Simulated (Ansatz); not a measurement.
Reaction (formal exchange of groups at the Si–O bond): `N[Si@@H](F)O[Si@@H](N)F` + `C=N` → `N=C[SiH](N)F` + `N[SiH](O)F`

Computed with Ansatz on PBE0-D4/def2-TZVP structures; ΔE is electronic, products minus reactants. CCSD(T)/CBS is the MP2 limit (def2-TZVPP, def2-QZVPP) plus CCSD(T) − MP2 in def2-TZVPP, frozen cores. This one scheme is used for every species. Functionals use def2-TZVPP. B3LYP here is the variant with VWN-RPA as its local correlation; programs differ in this. Each species was taken in one conformer, which may not be the lowest.

```tsv
level	ΔE (kJ/mol)
B3LYP-D4	138.7
r2SCAN0	138.8
HF/def2-SVP	153.1
HF/def2-QZVPP	163.6
```

(1) What does CCSD(T)/CBS give? (An estimate is asked.)

Largest T1 diagnostic among the species: 0.012.

Answers

(1) The calculation gave: +138.0 kJ/mol. The listed levels differ from it by 0.7, 0.8, 15.1, 25.6 kJ/mol.

Leaving LDA and LC-ωPBE aside and taking each functional with its dispersion term where it has one, the values, not all of them listed here, spread over 31.2 kJ/mol, from revPBE-D4 to BHLYP-D4. From r2SCAN to r2SCAN0 (25 % exact exchange), in def2-TZVPP and without D4, ΔE moves by +4.8 kJ/mol. At CCSD(T), def2-SVP lies −3.4 kJ/mol from the extrapolated value and def2-TZVPP +0.2 kJ/mol.
